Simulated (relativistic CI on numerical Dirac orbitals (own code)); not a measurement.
A reference radial Dirac CI calculation of Os62+ gave the lowest total energy -12800.98396 Ha in 8 SCF steps, from this input:

```
atom Os  Z=76  charge=62  electrons=14
nucleus A=192  rms_radius_fm=5.4126
hamiltonian dirac-coulomb  breit=on  qed=on  c_scale=1
orbitals kli  potential=per-configuration
slater_scale 1
correlation none
mixing on
grid step=0.0125 r_max=2.2
scf mixing=0.4 start=green max_iterations=150 tolerance=2e-08 node_fill=0.05
configurations
  [Ne] 3s2 3p2
end
```

One setting was then changed (and the iteration limit cut to 58), and the output read:

```
SCF 1: [Ne] 3s2 3p2
 iter      energy (Ha)   residual   last orbital (Ha)
    1    -12774.657112   4.93e+00   -298.06486
    2    -12797.072849   2.93e+00   -275.07325
    3    -12809.111621   5.69e-02   -244.26854
    4    -12809.112908   1.55e-02   -244.23960
    5    -12809.114399   2.65e-04   -244.10382
    6    -12809.114386   3.15e-05   -244.10636
    7    -12809.114388   6.53e-07   -244.10609
    8    -12809.114388   1.41e-08   -244.10609
error: orbital 2p3/2 not found
end: not converged
```

(1) Which setting was changed?
A. QED terms
B. configuration list
C. speed of light
D. end of the grid

Answers

(1) D. The end of the grid at 0.55 bohr. This setting is bad on purpose; its numbers may not be properties of the ion.
